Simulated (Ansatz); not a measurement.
`C=[CH][Al]([CH3])[SiH3]` and `C[NH][Al]([CH3])[SiH3]` differ in one atom or group.

Ansatz, PBE0-D4/def2-TZVP geometries, multiplicity 1. Each molecule was computed in one conformer, which needn't be the lowest.

```
                             property  `C=[CH][Al]([CH3])[SiH3]`
    HOMO energy (PBE/def2-TZVPP) / eV                      -6.14
  HOMO–LUMO gap (PBE/def2-TZVPP) / eV                       3.68
LUMO energy (ωB97M-V/def2-TZVPP) / eV                       0.05
 HOMO–LUMO gap (PBE0/def2-TZVPP) / eV                       5.58
  LUMO energy (B3LYP/def2-TZVPP) / eV                      -1.84
   HOMO energy (PBE0/def2-TZVPP) / eV                      -7.23
```

**Question.** What does the change do to each property? (An estimate is asked.)

**Answer.** The calculation gave: 
```tsv
property	`C[NH][Al]([CH3])[SiH3]`	shift
HOMO energy (PBE/def2-TZVPP) / eV	-5.55	0.59
HOMO–LUMO gap (PBE/def2-TZVPP) / eV	4.03	0.35
LUMO energy (ωB97M-V/def2-TZVPP) / eV	0.85	0.80
HOMO–LUMO gap (PBE0/def2-TZVPP) / eV	6.03	0.45
LUMO energy (B3LYP/def2-TZVPP) / eV	-0.95	0.89
HOMO energy (PBE0/def2-TZVPP) / eV	-6.82	0.41
```

With PBE0 the HOMO rises by 0.41 eV and the LUMO rises by 0.86 eV, so the gap widens by about 0.45 eV. PBE moves the HOMO by 0.59 eV and ωB97M-V by 0.07 eV.

B3LYP here is the variant with VWN-RPA as its local correlation; programs differ in this.
